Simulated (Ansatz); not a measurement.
Program: Ansatz. Geometries: PBE0-D4/def2-TZVP. ΔE: electronic, gas phase. CCSD(T)/CBS adds triple-zeta CCSD(T) − MP2 to the extrapolated MP2 energy (def2 sets, frozen cores). This one scheme is used for every species. Double bonds are as drawn, so ΔE can hold a change between cis and trans. DFT in def2-TZVPP. B3LYP here is the variant with VWN-RPA as its local correlation; programs differ in this. HSE06 is defined as in plane-wave codes. One conformer a species, not always the lowest.

`CC/C=C\CC` + `CC[Si]S` → `CC[Si]SC` + `C/C=C\CC`  (substitution at a C–C bond)

```csv
level,ΔE (kcal/mol),difference from CCSD(T)/CBS
LDA (SPW92),2.5,-0.6
PBE-D4,1.5,-1.6
revPBE-D4,1.2,-1.9
BLYP-D4,1.2,-1.9
r2SCAN-D4,2.0,-1.1
B97M-V,2.9,-0.2
PBE0-D4,2.5,-0.6
B3LYP-D4,2.1,-1.0
r2SCANh-D4,2.3,-0.8
r2SCAN0-D4,2.7,-0.4
HSE06-D4,2.4,-0.7
BHLYP-D4,3.1,0.0
CAM-B3LYP-D4,3.3,0.2
ωB97M-V,3.3,0.2
B2PLYP,3.2,0.1
PBE-QIDH,3.4,0.3
PBE,2.3,-0.8
revPBE,2.5,-0.6
BLYP,2.7,-0.4
r2SCAN,2.2,-0.9
B3LYP,3.3,0.2
r2SCAN0,3.0,-0.1
HSE06,3.1,0.0
BHLYP,4.2,1.1
CAM-B3LYP,4.0,0.9
LC-ωPBE,3.9,0.8
RPA@PBE/def2-TZVPP,4.0,0.9
HF/def2-SVP,7.6,4.5
MP2/def2-SVP,6.2,3.1
CCSD/def2-SVP,7.0,3.9
CCSD(T)/def2-SVP,6.6,3.5
MP2/def2-TZVPP,3.1,0.0
SCS-MP2/def2-TZVPP,3.6,0.5
CCSD(T)/def2-TZVPP,3.7,0.6
HF/def2-QZVPP,5.5,2.4
MP2/def2-QZVPP,2.8,-0.3
SCS-MP2/def2-QZVPP,3.2,0.1
HF/CBS(def2),5.5,2.4
MP2/CBS(def2),2.6,-0.5
CCSD/CBS(def2),3.8,0.7
CCSD(T)/CBS,3.1,0
```

Largest T1 diagnostic among the species: 0.014.

The D4 term adds −1.2 kcal/mol with B3LYP and −0.7 kcal/mol with PBE0; it sums over pairs of atoms, weighted by their polarisabilities, and B3LYP, whose exchange is more repulsive, gets the larger term. Leaving LDA and LC-ωPBE aside and taking each functional with its dispersion term where it has one, the values spread over 2.2 kcal/mol, from revPBE-D4 to PBE-QIDH. From r2SCAN to r2SCAN0 (25 % exact exchange), in def2-TZVPP and without D4, ΔE moves by +0.7 kcal/mol.
